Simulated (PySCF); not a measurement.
**Computed properties of C2H7BClN, SMILES B(Cl)N(C)C**

C₂H₇BClN, SMILES CN(C)BCl. Geometry optimised at B3LYP-D3(BJ)/def2-SVP. The structure was generated by enumeration, and PubChem lists no compound with its InChIKey, so it may never have been made. One conformer was computed; it need not be the lowest. All values are computed for the isolated molecule unless a solvent is named; none is compared with measurement here.

**Structure.** The optimised structure has Cs symmetry. All 30 harmonic modes at B3LYP-D3(BJ)/def2-SVP (PySCF) are real, so it is a minimum. With heavy atoms numbered as in [BH:1]([Cl:3])[N:4]([CH3:5])[CH3:6], the shortest bond between them is B1–N4 at 1.393 Å and the longest B1–Cl3 at 1.784 Å.

**Vibrations.** The strongest infrared lines (harmonic, unscaled, degenerate partners summed) lie at 1553 cm⁻¹ (156 km/mol, H 43 %, N 38 %, B 19 %), 1165 cm⁻¹ (129 km/mol, H 57 %, B 24 %, C 17 %), 2642 cm⁻¹ (118 km/mol, H 91 %, B 9 %). The softest mode is at 148 cm⁻¹ and the zero-point energy is 61.1 kcal/mol.

**Electronic structure.** M06-2X/def2-TZVP (PySCF) places the frontier levels at -8.72 and 0.97 eV, a gap of 9.69 eV, and gives a dipole moment of 2.87 D and a mean polarisability of 59.8 bohr³. PBE/def2-TZVP (PySCF) at the same geometry gives -6.19 and -0.78 eV, so its gap is 4.28 eV narrower. An orbital gap is neither the optical nor the fundamental gap.

**Excitations.** TDA-CAM-B3LYP/def2-SVPD (PySCF) has S1 at 6.95 eV (178 nm, f = 0.020, weak); the most intense of the 10 singlets computed lies at 7.16 eV (f = 0.35). T1 (TDA) is at 5.36 eV, 1.59 eV under S1. TDA-PBE/def2-SVPD (PySCF) puts S1 at 6.09 eV. No vertical singlet excitation falls in the visible range (under 3.1 eV).

**NMR.** GIAO shifts at B3LYP/pcSseg-1 (PySCF) (non-relativistic, atoms alike by connectivity averaged): ¹³C at 43.8 ppm against TMS; ¹H from 3.2 to 5.2 ppm against TMS; ¹¹B at 23.6 ppm against BF3. Without spin–orbit terms, shifts of atoms bonded to Cl or Br come out too high.
